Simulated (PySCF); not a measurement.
Compound: C5H5F3O.
Numbering: `[O:1]=[C:2]([F:3])[C@@:4]1([F:5])[CH2:6][CH2:7][C@H:8]1[F:9]`

Structure used (GFN2-xTB), in Å, numbered top down from 1:
```xyz
14
C5H5F3O angstrom
O      1.6133    0.3618   -1.7140
C      1.7086    0.1425   -0.5593
F      2.8875   -0.1988   -0.0137
C      0.6037    0.1810    0.4701
F      1.1228    0.4021    1.7189
C     -0.5862    1.0759    0.0735
C     -1.3813   -0.1771   -0.3296
C     -0.3436   -1.0443    0.3902
F      0.1287   -2.1181   -0.3022
H     -0.9913    1.5902    0.9413
H     -0.3742    1.7876   -0.7200
H     -2.4000   -0.2525    0.0387
H     -1.3593   -0.3566   -1.4018
H     -0.6295   -1.3941    1.3859
```

Definitions: NICS(0) = −σiso at the ring centroid; NICS(1) = −σiso and NICS(1)zz = −σzz at ±1 Å along the ring normal z. Level: GIAO PBE0/pcSseg-1 (PySCF, non-relativistic, gas phase) on the GFN2-xTB geometry, one conformer.

Ring bond lengths (Å), with Mayer bond orders in brackets: C4–C6 1.541 (0.99), C6–C7 1.538 (1.05), C7–C8 1.532 (1.03), C8–C4 1.551 (0.95).

Give the NICS values of each ring in ppm.

| ring | type | NICS(0) | NICS(1), two faces | NICS(1)zz, two faces | rms pucker (Å) | centre to ring atoms, mean (Å) |
| --- | --- | --- | --- | --- | --- | --- |
| C4–C6–C7–C8 | 4-membered carbocycle; formal bonds all single | -4.0 | -2.5 / -1.8 | -0.6 / 0.3 | 0.09 | 1.09 |

What can be read from them?

- C4–C6–C7–C8: mean NICS(1)zz -0.1 ppm, near zero. C4, C6, C7, C8 have four or more neighbours, and the NICS criterion for π rings isn't applied.

What is the mean of the two in-plane components of NICS at the first NICS(1) probe listed for ring C4–C6–C7–C8, 1 Å off the ring?

The isotropic value is a third of the trace: (3 × -2.5 − (-0.6))/2 = -3.5 ppm.

How shielded are the nuclei of the rings and their hydrogens (means over atoms taken as equivalent)?

| atoms | environment | σ isotropic (ppm) | principal values of the symmetric part, first atom (ppm) |
| --- | --- | --- | --- |
| C4 | sp3 C–F carbon | 87.3 | 63.9, 80.3, 117.7 |
| C6 | four-membered-ring carbon | 161.6 | 139.7, 164.9, 180.2 |
| C7 | four-membered-ring carbon | 164.2 | 150.0, 159.5, 183.1 |
| C8 | sp3 C–F carbon | 90.8 | 65.5, 77.0, 129.8 |
| H10 | methylene hydrogen | 29.69 | 26.5, 27.2, 35.4 |
| H11 | methylene hydrogen | 28.98 | 26.1, 26.7, 34.1 |
| H12 | methylene hydrogen | 29.29 | 25.8, 26.1, 35.9 |
| H13 | methylene hydrogen | 29.51 | 26.5, 27.7, 34.3 |
| H14 | methine hydrogen | 26.29 | 23.4, 27.0, 28.4 |
